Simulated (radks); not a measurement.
Kinetic energies: the exact non-interacting value of the Kohn-Sham orbitals and orbital-free approximations, in hartree. Species: Yb [Xe] 4f14 6s2; Eu2+ [Xe] 4f7. Calculated with a radial shooting solver on a logarithmic mesh with Libxc functionals: non-relativistic Kohn-Sham, r2SCAN, spin-polarised, spherical densities, point nucleus; meta-GGA in the generalised Kohn-Sham scheme. Every spin shell is full or empty, so the densities are truly spherical. Functionals are evaluated on that one density, not self-consistently.

exact: Yb 13392.0; Eu2+ 10423.3
Thomas-Fermi: Yb 12738; Eu2+ 9901.5
von Weizsacker: Yb 4968.3; Eu2+ 4014.5
TF + vW: Yb 17706; Eu2+ 13916
TF + vW/9: Yb 13290; Eu2+ 10348
TF + vW/5: Yb 13732; Eu2+ 10704
LC94: Yb 13386; Eu2+ 10423
APBEK: Yb 13391; Eu2+ 10427
revAPBEK: Yb 13410; Eu2+ 10444
Perdew 92: Yb 13291; Eu2+ 10348
Thakkar: Yb 13285; Eu2+ 10349
Pearson: Yb 13267; Eu2+ 10327
LKT: Yb 15630; Eu2+ 12247
PG1: Yb 15138; Eu2+ 11850
DePristo-Kress: Yb 13359; Eu2+ 10404
Ernzerhof: Yb 13320; Eu2+ 10373
